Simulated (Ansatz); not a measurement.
Reaction (hydrogen abstraction from the Sn–H bond): `[OH][SnH2][Cl]` + `[SiH3]`• → `[OH][SnH][Cl]`• + SiH₄

Calculated with Ansatz (gas phase, PBE0-D4/def2-TZVP geometries, no zero-point term in ΔE). CCSD(T)/CBS adds triple-zeta CCSD(T) − MP2 to the extrapolated MP2 energy (def2 sets, frozen cores). This one scheme is used for every species. Functionals use def2-TZVPP. Open shells (•) are unrestricted, without spin–orbit coupling. def2 core potentials past Kr. For Sn outer-core shells are correlated without core-valence functions, which leaves a few kJ/mol of doubt a bond. One conformer a species, not always the lowest.

| species | CAM-B3LYP-D4 energy (Eh) |
| --- | --- |
| `[OH][SnH2][Cl]` | -751.60443 |
| `[SiH3]`• | -291.24057 |
| `[OH][SnH][Cl]`• | -750.98627 |
| SiH₄ | -291.89249 |

Question: Work out ΔE.

Answer: ΔE = (-750.98627) + (-291.89249) − (-751.60443) − (-291.24057) = -0.03376 Eh = -88.6 kJ/mol. CCSD(T)/CBS gives -80.0 kJ/mol.

Largest T1 diagnostic among the species: 0.017.

From BLYP to BHLYP (50 % exact exchange), in def2-TZVPP and without D4, ΔE moves by +17.2 kJ/mol. In def2-TZVPP, CCSD(T) changes the Hartree–Fock value by −6.0 kJ/mol (the triples alone add −1.2 kJ/mol) and MP2 by −5.5 kJ/mol. At CCSD(T), def2-SVP lies +4.5 kJ/mol from the extrapolated value and def2-TZVPP +2.1 kJ/mol.
